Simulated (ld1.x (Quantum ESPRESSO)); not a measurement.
# boron (B), ultrasoft: configuration errors across variants

* Element: B (Z = 5)
* Generator: ld1.x (Quantum ESPRESSO) 7.5
* Type: ultrasoft
* Functional: PBEsol
* Relativity: non-relativistic
* Frozen core: [He]
* Valence charge: 3
* Reference configuration: 2s2 2p0.75 (charge +0.25)
* Partial waves: 2s (bound): rcut 0.90, rcutus 1.15 bohr; 2s channel at 2.15 Ry: rcut 0.90, rcutus 1.15 bohr; 2p (bound): rcut 2.15, rcutus 2.85 bohr; 2p channel at 3.7 Ry: rcut 2.15, rcutus 2.85 bohr; 3d channel at -0.15 Ry: rcut 2.65, rcutus 2.95 bohr; 3d channel at 1.1 Ry: rcut 2.65, rcutus 2.95 bohr
* Local potential: all-electron potential smoothed inside 2.75 bohr (lloc = -1)
* Core correction: a·sin(br)/r model core, default radius (core density twice the valence density)
* Augmentation charge: PSQ, inside the norm-conserving radii

All-electron excitation energies from the reference (eV): (1) 2s2 2p1 -1.150; (2) 2s2 2p0 6.992; (3) 2s1 2p0 32.247; (4) 2s2 2p0.5 1.707; (5) 2s1 2p2 4.663; (6) 2s2 2p1.3 -1.875; (7) 2s0 2p3 10.494.

2 further variants failed, have other tests or too few solved ones, and are left out.

Errors AE − PS in meV (a dash: test not solved or not reliable):

| change | (1) | (2) | (3) | (4) | (5) | (6) | (7) | bound ghosts |
| --- | --- | --- | --- | --- | --- | --- | --- | --- |
| base | +0.5 | +7.2 | +32 | +0.7 | +8.7 | +2.1 | +28 | none |
| waves 2s (bound): rcut 0.90, rcutus 1.06 bohr; 2s channel at 2.15 Ry: rcut 0.90, rcutus 1.06 bohr | +0.6 | +7.4 | +32 | +0.7 | +9.4 | – | – | none |
| waves 2s (bound): rcut 0.90, rcutus 1.24 bohr; 2s channel at 2.15 Ry: rcut 0.90, rcutus 1.24 bohr | +0.5 | +7.1 | +32 | +0.7 | +8.1 | +2.1 | +26 | none |
| waves 2s (bound): rcut 0.90, rcutus 1.38 bohr; 2s channel at 2.15 Ry: rcut 0.90, rcutus 1.38 bohr | +0.5 | +7.0 | +32 | +0.7 | +7.6 | +2.1 | +24 | none |
| waves 2s (bound): rcut 0.90, rcutus 1.60 bohr; 2s channel at 2.15 Ry: rcut 0.90, rcutus 1.60 bohr | +0.5 | +6.9 | +33 | +0.7 | +6.9 | +2.1 | +22 | none |

Q: Give the same row for: waves 2s (bound): rcut 0.90, rcutus 1.74 bohr; 2s channel at 2.15 Ry: rcut 0.90, rcutus 1.74 bohr.

A: +0.5, +6.9, +37, +0.7, +6.7, +2.1, +21; bound ghosts: none.
